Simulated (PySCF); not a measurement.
C₂H₆OS₂Si.
Z-matrix (Å and degrees, PBE0-D3(BJ)/def2-SVP geometry), rows numbered from 1:
```
O 
Si  1  1.6572
S   2  2.1456  1  117.39
C   3  1.8323  2   95.90  1  -104.82
C   4  1.5136  3  111.17  2   -42.53
S   5  1.8307  4  111.62  3    57.69
H   1  0.9631  2  116.19  3    63.41
H   2  1.4807  1  103.21  3   120.91
H   4  1.1006  3  109.72  2    80.57
H   4  1.1009  3  105.97  2  -162.82
H   5  1.1004  4  110.76  3   -64.14
H   5  1.1014  4  110.71  3   175.60
```

Method: PySCF, PBE0-D3(BJ)/def2-SVP geometry optimisation, gas phase.

Take the most abundant isotopes and a rigid rotor. The values belong to one conformer with, in the numbering `[OH:1][SiH:2]1[S:3][CH2:4][CH2:5][S:6]1`, H–O1–Si2–S3 63°, O1–Si2–S3–C4 -105°, Si2–S3–C4–C5 -43°, S3–C4–C5–S6 58°, C4–C5–S6–Si2 -38°.

Problem. Give the principal moments of inertia and the rotational constants in MHz.

Solution. Ia = 214.27, Ib = 251.57, Ic = 412.13 u·Å²; 505379 MHz·u·Å²/I gives A = 2359, B = 2009, C = 1226 MHz.

Problem. Classify the top.

Solution. An asymmetric top; Ray's κ = 0.382.

Problem. What does the inertial defect say?

Solution. Not planar: Δ = Ic − Ia − Ib = -53.71 u·Å². For a rigid frame Δ = −2 Σ m c², so Σ m c² = 26.86 u·Å² lies off the ab plane: 10.16 from hydrogen and 16.69 from heavier atoms. The atom farthest from that plane is 1.74 Å away.

Problem. Give the other two planar moments, Paa and Pbb, and the rms extents of the mass along the axes.

Solution. Paa = Σ m a² = (Ib + Ic − Ia)/2 = 224.72 and Pbb = Σ m b² = (Ia + Ic − Ib)/2 = 187.42 u·Å². With the mass M = 137.96 u, the rms extents √(P/M) along a, b and c are 1.28, 1.17, 0.44 Å.

Problem. Give the coordinates in the principal-axis frame, origin at the centre of mass.

Solution. The sense of each axis is arbitrary; atoms in the order of the calculation.
```csv
atom,mass (u),a (Å),b (Å),c (Å)
O1,15.995,2.336,0.093,0.624
Si2,27.977,1.037,0.078,-0.405
S3,31.972,-0.428,1.627,-0.169
C4,12.000,-1.691,0.570,0.634
C5,12.000,-1.793,-0.776,-0.050
S6,31.972,-0.185,-1.653,-0.054
H7,1.008,2.139,-0.031,1.559
H8,1.008,1.665,0.180,-1.743
H9,1.008,-1.452,0.452,1.702
H10,1.008,-2.642,1.120,0.553
H11,1.008,-2.144,-0.662,-1.086
H12,1.008,-2.497,-1.433,0.485
```

Problem. List the rotational levels J(Ka,Kc) to J = 5 (K).

Solution. Above 0(0,0), as E/k:
J = 1: 1(0,1) 0.155, 1(1,1) 0.172, 1(1,0) 0.210
J = 2: 2(0,2) 0.441, 2(1,2) 0.445, 2(1,1) 0.558, 2(2,1) 0.608, 2(2,0) 0.633
J = 3: 3(0,3) 0.841, 3(1,3) 0.842, 3(1,2) 1.053, 3(2,2) 1.074, 3(2,1) 1.165, 3(3,1) 1.265, 3(3,0) 1.278
J = 4: 4(0,4) 1.357, 4(1,4) 1.357, 4(1,3) 1.668, 4(2,3) 1.673, 4(2,2) 1.862, 4(3,2) 1.916, 4(3,1) 1.981, 4(4,1) 2.144, 4(4,0) 2.150
J = 5: 5(0,5) 1.991, 5(1,5) 1.991, 5(1,4) 2.394, 5(2,4) 2.395, 5(2,3) 2.693, 5(3,3) 2.712, 5(3,2) 2.869, 5(4,2) 2.974, 5(4,1) 3.014, 5(5,1) 3.247, 5(5,0) 3.250
The levels of one J sum to (2J + 1)J(J + 1)(A + B + C)/3.

Problem. Which types of transition are allowed, and where do some lines up to J = 5 fall?

Solution. The dipole components are |μa| = 2.07 D, |μb| = 0.28 D, |μc| = 1.48 D. Intensities carry the squares of the components, which stand as 1.00 : 0.02 : 0.51 (a : b : c). Some of the stronger lines:

| type | branch | J(Ka,Kc) | MHz | lower level (cm⁻¹) |
| --- | --- | --- | --- | --- |
| c | Q | 1(1,1) ← 1(0,1) | 350 | 0.108 |
| c | Q | 5(3,3) ← 5(2,3) | 398 | 1.872 |
| c | Q | 3(2,2) ← 3(1,2) | 431 | 0.732 |
| a | R | 1(0,1) ← 0(0,0) | 3235 | 0.000 |
| c | Q | 4(4,1) ← 4(3,1) | 3388 | 1.377 |
| a | R | 2(1,2) ← 1(1,1) | 5688 | 0.120 |
| a | R | 2(1,1) ← 1(1,0) | 7253 | 0.146 |
| c | R | 2(2,0) ← 1(1,0) | 8828 | 0.146 |
| a | R | 3(2,2) ← 2(2,1) | 9705 | 0.423 |
| a | R | 4(1,4) ← 3(1,3) | 10746 | 0.585 |
| c | R | 3(1,2) ← 2(0,2) | 12765 | 0.306 |
| a | R | 4(2,2) ← 3(2,1) | 14531 | 0.809 |
| a | R | 5(2,4) ← 4(2,3) | 15055 | 1.163 |
| a | R | 5(1,4) ← 4(1,3) | 15144 | 1.159 |
| a | R | 5(3,3) ← 4(3,2) | 16587 | 1.332 |
| c | R | 4(3,1) ← 3(2,1) | 17011 | 0.809 |
| c | R | 4(1,3) ← 3(0,3) | 17229 | 0.584 |
| a | R | 5(4,2) ← 4(4,1) | 17296 | 1.490 |
| a | R | 5(2,3) ← 4(2,2) | 17309 | 1.294 |
| c | R | 4(2,3) ← 3(1,3) | 17322 | 0.585 |
| a | R | 5(4,1) ← 4(4,0) | 18012 | 1.494 |
| a | R | 5(3,2) ← 4(3,1) | 18506 | 1.377 |
| c | R | 5(4,1) ← 4(3,1) | 21531 | 1.377 |
| c | R | 5(2,4) ← 4(1,4) | 21631 | 0.943 |
| c | R | 5(3,3) ← 4(2,3) | 21649 | 1.163 |
| c | R | 5(4,2) ← 4(3,2) | 22044 | 1.332 |
| c | R | 5(5,0) ← 4(4,0) | 22913 | 1.494 |

Whether it is a minimum is left open (no frequencies). Constants of a rigid frame at the computed geometry: no zero-point averaging, no centrifugal distortion.

The run took 90 s of wall time on Arm Neoverse N1, one thread, shared host with 64 logical CPUs at a one-minute load of 51, and the process peaked at 0.53 GiB of memory. These figures are those of the optimisation.
